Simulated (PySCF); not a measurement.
Gas-phase reaction: SnBr₄ + 2 H = SnH₂ + 2 Br₂

Computed with PySCF (xtb for GFN2) and rigid-rotor harmonic-oscillator thermochemistry at 1 bar. † marks an energy on the PBE0/def2-TZVP geometry and frequencies; other levels use their own. CCSD(T) freezes the core. Open shells (unrestricted): H (multiplicity 2); the rest are closed-shell singlets. GFN2 has no spin-polarisation term. Sn: scalar-relativistic def2 core potential, no spin-orbit coupling. Br: all electrons, no relativistic terms. SnH₂: computed as isolated molecules; such fragments, hydroxides, amides, oligomers or adducts are transient or little studied in the gas. CCSD(T) isn't extrapolated to the basis-set limit. The harmonic model lacks anharmonicity and excited electronic states, which grow with temperature; levels with a mode under 35 cm⁻¹ are left out. Soft modes under 120 cm⁻¹ make the harmonic entropy rough for SnBr₄.

```
level               ΔE electronic, kJ  ΔH°(298 K), kJ  ΔS°(298 K), J/K  ΔG°(1400 K), kJ
------------------  -----------------  --------------  ---------------  ---------------
BLYP/def2-TZVP†                    96             109               76               36
CCSD(T)/def2-SVP†                 207             220               76              147
GFN2-xTB                         -123            -114               59             -164
PBE/def2-TZVP†                    157             170               76               98
PBE0/def2-QZVP†                   186             199               76              126
PBE0/def2-SVP†                    195             208               76              135
r2SCAN/def2-TZVP†                 206             219               76              147
LDA/def2-TZVP†                    159             171               76               99
ωB97M-V/def2-TZVP†                181             193               76              121
ωB97X-V/def2-TZVP†                194             207               76              134
```
ΔH° is lowest at GFN2-xTB and highest at CCSD(T)/def2-SVP†. No reference value is set beside these.
